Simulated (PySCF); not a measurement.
# Orbital energies and ionisation energy

Species: C₆H₆FN.
Structure used (PBE0-D3(BJ)/def2-SVP), in Å, numbered top down from 1:
```xyz
14
C6H6FN angstrom
N      2.4299   -0.0533    0.1095
C      1.0551    0.0874    0.0379
C      0.4453    1.3406    0.2174
C     -0.9393    1.4765    0.1950
C     -1.7344    0.3563   -0.0075
F     -3.0656    0.4848   -0.0334
C     -1.1614   -0.8957   -0.1865
C      0.2235   -1.0272   -0.1635
H      2.9714    0.7813   -0.0726
H      2.8155   -0.8739   -0.3385
H      1.0689    2.2235    0.3808
H     -1.4121    2.4507    0.3329
H     -1.8069   -1.7618   -0.3447
H      0.6716   -2.0148   -0.3010
```

Level: wB97X-D/def2-SVPD (PySCF). Frontier orbitals with their largest atomic shares (Löwdin; up to four atoms above 4 %):

| orbital | ε (eV) | main atoms |
| --- | --- | --- |
| HOMO−3 | -11.66 | C5 13 %, F6 12 %, C4 12 %, C7 12 % |
| HOMO−2 | -10.90 | N1 32 %, C5 12 %, C4 11 %, C7 11 % |
| HOMO−1 | -9.30 | C7 20 %, C4 20 %, C8 20 %, C3 20 % |
| HOMO | -7.72 | ? |
| LUMO | 1.28 | C4 18 %, C7 18 %, C8 18 %, C3 18 % |
| LUMO+1 | 1.98 | C2 21 %, C5 17 %, C4 9 %, C7 9 % |
| LUMO+2 | 2.41 | N1 16 %, H10 14 %, H9 14 %, C8 10 % |

Task: What vertical ionisation energy does ΔSCF give, and how far is −ε(HOMO) from it?

Result: ΔSCF: 7.92 eV (764 kJ/mol; threshold wavelength 157 nm); ⟨S²⟩ of the doublet left behind is 0.773, against 0.75 for a pure doublet. −ε(HOMO) is 7.72 eV, 0.20 eV below it. For the exact functional −ε(HOMO) would equal the first vertical ionisation energy; wB97X-D (range-separated hybrid) comes within 0.20 eV of that here.

Task: On which atoms does the HOMO lie?

Result: N1 (aniline-type nitrogen) 24 %, C5 (aromatic C–F carbon) 16 %, C2 (aromatic carbon bearing nitrogen) 14 %, C3 (aromatic CH carbon) 10 %, so no atom holds as much as 40 %. The HOMO−1 lies 1.58 eV lower.

Task: What kinetic energy would electrons from this vertical process carry with He I light (21.218 eV)?

Result: 21.22 − 7.92 = 13.30 eV.

Task: How many of the 10 lowest singlet excitations (vertical TDDFT, same level) lie below the ionisation energy?

Result: All 10; they run from 4.70 to 7.88 eV.

Task: Shift the occupied levels rigidly so that −ε(HOMO) equals the ΔSCF value. What binding energies result?

Result: The shift is +0.20 eV: HOMO 7.92, HOMO−1 9.50, HOMO−2 11.10, HOMO−3 11.86 eV. A rigid shift is only a rough guide to the deeper ionisations.

Task: With α = 78.5 au, estimate the like-pair dispersion coefficient by London's formula C6 = (3/4)α²I.

Result: I = 0.2909 Eh, so C6 ≈ 1350 au, a rough estimate.

Isolated species at its PBE0-D3(BJ)/def2-SVP geometry, gas phase.

Note: wB97X-D ran without an empirical dispersion term, which enters the total energy and its gradient alone.
